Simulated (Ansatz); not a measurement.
An input meant for Cu(AsH3)(SiH3) (CuSiAsH6) (charge 0, singlet).

```yaml
crystal:
  periodic: [false, false, false]
  atoms:
    - {symbol: Cu, position_ang: [-0.002298, -0.012943, -0.077491]}
    - {symbol: As, position_ang: [-0.007536, -0.029722, 2.284823]}
    - {symbol: H, position_ang: [0.823065, -1.036142, 3.048885]}
    - {symbol: H, position_ang: [-1.294942, -0.247284, 3.047571]}
    - {symbol: H, position_ang: [0.447095, 1.192294, 3.050517]}
    - {symbol: Si, position_ang: [0.006697, 0.024901, -2.369836]}
    - {symbol: H, position_ang: [1.330760, 0.406984, -2.982712]}
    - {symbol: H, position_ang: [-0.972449, 0.995357, -2.981612]}
    - {symbol: H, position_ang: [-0.330412, -1.293454, -3.020135]}
basis:
  gaussian: {orbitals: def2-SVP, nuclear_model: gaussian}
hamiltonian: {xc: {name: B2PLYP}, dispersion: d4}
scf: {lower_state_search: off}
```

```sh
$ ansatz run in.yaml --threads 4 --pin off --events-out ev --progress --plain --max-ram 3916MiB
```

It prints (some lines left out):

```
Error: invalid value for `hamiltonian.dispersion`: no damping is tabulated for this functional; type it, or the functional that lends it
```

Task: Something in this input is off. What?

Result: The program holds no damping parameters for this pairing of functional and dispersion term, so they'd have to be typed. The program refused the input.
